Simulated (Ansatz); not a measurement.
`N[SiH](Cl)Cl` + CH₃OH → `CO[SiH](N)Cl` + HCl at 298.15 K and 1 bar (ligand exchange at the Si–Cl bond).

Gas-phase electronic energies from Ansatz, PBE0-D4/def2-TZVP geometries. CCSD(T)/CBS is the MP2 limit (def2-TZVPP, def2-QZVPP) plus CCSD(T) − MP2 in def2-TZVPP, frozen cores. This one scheme is used for every species. One conformer a species, not always the lowest.

| species | CCSD(T)/CBS energy (Eh) | H − E (kJ/mol) | S (J/(mol·K)) |
| --- | --- | --- | --- |
| `N[SiH](Cl)Cl` | -1265.28357 | 119.2 | 329.0 |
| CH₃OH | -115.61712 | 146.3 | 238.2 |
| `CO[SiH](N)Cl` | -920.52349 | 231.7 | 369.8 |
| HCl | -460.38127 | 26.6 | 186.8 |

H − E and S are ideal-gas, rigid-rotor, harmonic terms from PBE0-D4/def2-TZVP, for one conformer and one mirror image of each species. 1 Eh = 2625.50 kJ/mol, R = 8.31446 J/(mol·K).

By hand: ΔE, ΔH, ΔS and ΔG.

ΔE = (-920.52349) + (-460.38127) − (-1265.28357) − (-115.61712) = -0.00407 Eh = -10.7 kJ/mol. Δ(H − E) = 231.7 + 26.6 − 119.2 − 146.3 = -7.2, so ΔH = -17.9 kJ/mol. ΔS = 369.8 + 186.8 − 329.0 − 238.2 = -10.6 J/(mol·K). ΔG = -17.9 − 298.15 × (-10.6)/1000 = -14.7 kJ/mol.

By hand: the equilibrium constant, and the temperature at which ΔG would vanish if ΔH and ΔS stayed fixed.

log₁₀ K = −ΔG/(RT ln 10) = 2.6. ΔG = 0 at ΔH/ΔS = 1689 K, though so small a ΔS makes that figure unsure.

The number of gas molecules stays the same, so ΔS is small and ΔH decides. A doubt of 5 kJ/mol in ΔE shifts log₁₀ K by 0.9 here. Other conformers and mirror images would add mixing entropy, several J/(mol·K) or more a flexible species. Modes under 60 cm⁻¹, often nearly free rotors, make the harmonic entropy too high. These are equilibria of isolated gas molecules and say nothing of rates. Largest T1 diagnostic: 0.010 (customary marks: 0.02 for closed shells, 0.045 for open ones).
